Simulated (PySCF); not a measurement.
C₁₀H₉BS, SMILES `c1cc2cc(B)sc2c(c1)C=C`, neutral singlet in the gas phase. 

Cartesian coordinates (Å):
SMILES: c1cc(C=C)c2sc(B)cc2c1
```xyz
21

B     -3.8964     1.4776     0.3046
C     -2.5427     0.8004     0.1310
C     -2.2968    -0.4974    -0.2802
C     -0.9133    -0.8444    -0.3456
C     -0.3210    -2.0708    -0.7181
C      1.0610    -2.1812    -0.7115
C      1.8705    -1.0906    -0.3411
C      1.3325     0.1426     0.0438
C      2.1599     1.2929     0.4393
C      3.4500     1.2630     0.8021
C     -0.0788     0.2486     0.0316
S     -1.0276     1.6452     0.4617
H     -3.9816     2.6221     0.6743
H     -4.8954     0.8454     0.0627
H     -3.1037    -1.1888    -0.5303
H     -0.9518    -2.9128    -1.0113
H      1.5350    -3.1200    -1.0058
H      2.9558    -1.2056    -0.3715
H      1.6450     2.2604     0.4384
H      4.0214     0.3321     0.8574
H      3.9779     2.1814     1.0684
```
Charge 0, multiplicity 1.

All levels are single points at this geometry (B3LYP-D3(BJ)/def2-SVP); Pople sets use spherical d functions. Orbital energies aren't observables, and empty levels follow the basis.

B3LYP/6-31G* in PySCF gives gap (eV) = 3.73.

Problem. Estimate the gap (eV) from each of these levels: PBE-D3(BJ)/def2-TZVP in PySCF; TPSSh-D3(BJ)/def2-TZVP in PySCF; B3LYP/LANL2DZ in PySCF; BP86/6-31G* in PySCF; HF/STO-3G in PySCF.

Solution. 
```json
[
 {"level": "PBE-D3(BJ)/def2-TZVP in PySCF", "gap (eV)": "2.38"},
 {"level": "TPSSh-D3(BJ)/def2-TZVP in PySCF", "gap (eV)": "3.14"},
 {"level": "B3LYP/LANL2DZ in PySCF", "gap (eV)": "3.71"},
 {"level": "BP86/6-31G* in PySCF", "gap (eV)": "2.44"},
 {"level": "HF/STO-3G in PySCF", "gap (eV)": "10.26"}
]
```
